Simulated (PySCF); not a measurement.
Diatomic anions of Br with group 13

PBE0 with triple-zeta basis sets in PySCF, for the lowest determinant that a PBE0 search found; no spin–orbit coupling. De refers to high-spin ground-configuration atoms (the charge goes to the atom of lower measured ionisation energy or higher electron affinity, which is not always the lowest computed limit). A positive dipole points towards Br; it is taken about the centre of mass and depends on that origin.

```json
{"M": "B", "basis": "def2-TZVPPD", "charged atom": "Br−", "state (unpaired electrons)": "doublet (π ↑)", "Re (Å)": "2.108", "ωe (cm⁻¹)": "399", "De (eV)": "1.44", "μ (D)": "5.76"}
{"M": "Al", "basis": "def2-TZVPPD", "charged atom": "Br−", "state (unpaired electrons)": "doublet (π ↑)", "Re (Å)": "2.510", "ωe (cm⁻¹)": "249", "De (eV)": "1.45", "μ (D)": "4.78"}
{"M": "In", "basis": "def2-TZVPPD", "charged atom": "Br−", "state (unpaired electrons)": "doublet (π ↑)", "Re (Å)": "2.768", "ωe (cm⁻¹)": "145", "De (eV)": "1.20", "μ (D)": "-0.57"}
```

(1) The row for M = Ga is missing. Estimate Re, ωe and De as the mean of the rows for Al and In, and compare with the calculation.

Spin–orbit coupling is left out, which matters for elements this heavy, above all for dissociation energies. For an ion De counts to the pair picked by the measured ionisation energies or electron affinities, which need not be the lowest pair at this level. The highest Kohn–Sham level is positive in some of these anions. Much of that is self-interaction error, but it also means that the finite basis helps to hold the extra electron. States were picked by a PBE0 search and need not be the measured ground states.

Answers

(1) The means are 2.639 Å, 197 cm⁻¹ and 1.32 eV. PBE0 in def2-TZVPPD gives GaBr⁻ as a doublet (π ↑) with Re = 2.590 Å, ωe = 170 cm⁻¹, De = 1.21 eV, so the estimate is off by +4.9 pm, +16 % and +0.11 eV.
